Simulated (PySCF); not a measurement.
# Relaxation of doublet GaCl2

Level of theory: PySCF, UB3LYP, basis Ga def2-TZVP, Cl def2-TZVP (no relativity, density fitting). A (50,194) grid was used.

A start displaced from a saddle point along its imaginary mode, of C2v symmetry, held to at least that symmetry:

Coordinates in bohr (charge 0 multiplicity 2):
```
Ga    0.0000   -0.4724    0.0000
Cl    0.0000    0.4656    4.2817
Cl    0.0000    0.4656   -4.2817
```

At each step, columns x, y, z (Å) and Fx, Fy, Fz (eV/Å):

```
step 0  E − E(last) = 36.42 kJ/mol
Ga   0.000  -0.250   0.000   0.000  -0.104   0.000
Cl   0.000   0.246   2.266   0.000   0.052  -0.788
Cl   0.000   0.246  -2.266   0.000   0.052   0.788
step 1  E − E(last) = 23.80 kJ/mol
Ga   0.000  -0.340   0.000   0.000  -0.173   0.000
Cl   0.000   0.291   2.187   0.000   0.086  -0.629
Cl   0.000   0.291  -2.187   0.000   0.086   0.629
step 2  E − E(last) = 1.97 kJ/mol
Ga   0.000  -0.594   0.000   0.000   0.168   0.000
Cl   0.000   0.418   1.974   0.000  -0.084  -0.342
Cl   0.000   0.418  -1.974   0.000  -0.084   0.342
step 3  E − E(last) = 0.04 kJ/mol
Ga   0.000  -0.643   0.000   0.000  -0.076   0.000
Cl   0.000   0.443   1.891   0.000   0.038   0.066
Cl   0.000   0.443  -1.891   0.000   0.038  -0.066
step 4  E − E(last) = 0.02 kJ/mol
Ga   0.000  -0.651   0.000   0.000   0.050   0.000
Cl   0.000   0.447   1.893   0.000  -0.025  -0.025
Cl   0.000   0.447  -1.893   0.000  -0.025   0.025
step 5  E − E(last) = 0.00 kJ/mol
Ga   0.000  -0.644   0.000   0.000  -0.001   0.000
Cl   0.000   0.443   1.897   0.000   0.000  -0.003
Cl   0.000   0.443  -1.897   0.000   0.000   0.003
```

It ends at C2v with Ga–Cl 2.187 Å (×2); Cl–Ga–Cl 120.0° (after a last refinement on a finer grid). A frequency run shows a minimum. Other isomers or separated fragments may lie lower.
